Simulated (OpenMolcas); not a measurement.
Mn VI: the spin-orbit constant, Racah parameters, worked from levels

```json
{
 "Program": "OpenMolcas",
 "Basis": "ANO-RCC-VQZP [7s6p4d3f2g1h]",
 "Scalar Hamiltonian": "DKH2, point nucleus",
 "Active space": "2 electrons in 10 orbitals (3d 4d)",
 "State averaging": "2S+1 = 3 even, 10 roots; 2S+1 = 1 even, 15 roots",
 "Spin-orbit coupling": "state interaction with AMFI integrals over the reference wave functions, term energies averaged over their components"
}
```

Methods: CASSCF; SS-CASPT2, IPEA 0.25 Eh, imaginary shift 0.1 Eh (closed shells correlated: 3s 3p). Measured levels: Corliss and Sugar, J. Phys. Chem. Ref. Data 6, 1253 (1977).

**The spin-orbit constant.** For the Hund term ³F of d2, E(J) = (A/2) J(J+1) + constant and ζ = 2S·A = 2A. From J = 2 to J = 4 the energy changes by 7 A.

```csv
Source,E(4) - E(2),A,ζ
CASSCF,1658.1,236.9,474
SS-CASPT2,1663.3,237.6,475
measured,1669.0,238.4,477
```

All in cm-1. SS-CASPT2 is off by -0.3 % and CASSCF by -0.7 %. Both methods take the spin-orbit matrix elements from the reference wave functions, so the second can move ζ only through the term energies and any multistate remixing. Second-order mixing with other terms is absorbed into this ζ.

**Racah parameters.** Above ³F, d2 has ³P at 15B, ¹G at 12B + 2C and ¹D at 5B + 2C. The first two fix B and C, and the third tests them; where it misses by thousands of cm-1, two parameters do not describe the configuration (Trees and configuration-interaction terms are left out) and B and C hang on the terms chosen. Term energies are centres of gravity, weighted by 2J + 1.

```json
{"Source": "CASSCF", "³P": "21176", "¹G": "27421", "B": "1412", "C": "5240", "C/B": "3.71", "¹D from B, C": "17540", "¹D found": "17585"}
{"Source": "SS-CASPT2", "³P": "18199", "¹G": "24979", "B": "1213", "C": "5210", "C/B": "4.30", "¹D from B, C": "16485", "¹D found": "14325"}
{"Source": "measured", "³P": "17380", "¹G": "24547", "B": "1159", "C": "5322", "C/B": "4.59", "¹D from B, C": "16439", "¹D found": "14372"}
```

Energies in cm-1. From CASSCF to SS-CASPT2, B changes by -14.1 % and C by -0.6 %. Against the measured terms, SS-CASPT2 has B off by +4.7 % and C by -2.1 %.

CASPT2 does not keep the components of a term degenerate, so their means are used; among the terms shown or strongly mixed into the levels shown the widest spread is 720 cm-1 (3d² ³F, SS-CASPT2). Active for correlation alone: 4d; no level in the range computed is led by a configuration that fills it, so any true level of that kind is missing. Without dynamic correlation excited terms often stand tens of per cent too high (terms of higher spin than the ground term too low), and those without a measured partner can miss by more than the paired ones (holds for CASSCF). Computed and measured levels are paired by configuration, term and J; levels that our copy of the source lacks, or whose pairing is in doubt (as where it misses far off the trend of its configuration), stay unpaired and out of the deviations. Only configurations of the active space appear.
